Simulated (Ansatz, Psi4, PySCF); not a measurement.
HBN (SMILES [B]=N), doublet (typed; the unrestricted solution is spin-contaminated), geometry from GFN2-xTB. Base run: CCSD(T)/6-31G** (PySCF).

Input for PySCF:
```python
from pyscf import gto, scf, cc

mol = gto.Mole()
mol.atom = '''
    B    -0.000000   -0.000000   -0.840644
    N     0.000000    0.000000    0.401292
    H     0.000000    0.000000    1.394176
'''
mol.basis = '6-31g**'
mol.charge = 0
mol.spin = 1
mol.verbose = 3
mol.build()

mf = scf.UHF(mol)
mf.kernel()

mycc = cc.CCSD(mf)
mycc.kernel()
et = mycc.ccsd_t()
print('E(CCSD(T)) = %.10f' % (mycc.e_tot + et))
```

The same geometry, method and basis name were run in Ansatz (a quantum-chemistry and plane-wave program) and Psi4 and PySCF, at each program's defaults and at the settings that a row names. The base is PySCF at its defaults. Differences at the defaults can come from grids, fitting, cores and function types together.

| code and settings | ΔE vs base (µEh) | basis functions | E (Eh) | SCF cycles |
|---|---|---|---|---|
| PySCF, defaults (exact integrals, spherical functions, all electrons correlated) | 0.0 | 33 | -79.89587 | 12 |
| Psi4, defaults (exact integrals, Cartesian functions, all electrons correlated) | -6803 | 35 | -79.90267 | 14 |
| Ansatz, defaults (factorised integrals, Cartesian functions, frozen core) | 1884 | 35 | -79.89398 | - |
| PySCF, frozen core | 4455 | 33 | -79.89141 | 12 |
| Psi4, exact integrals, spherical functions, frozen core | 4455 | 33 | -79.89141 | 14 |
| Ansatz, high accuracy, frozen core, Cartesian functions as the basis file defines them | 1884 | 35 | -79.89398 | - |

Open shells are given as the SCF converged; they aren't shown to be the lowest states, and a large step between rows can be another state.
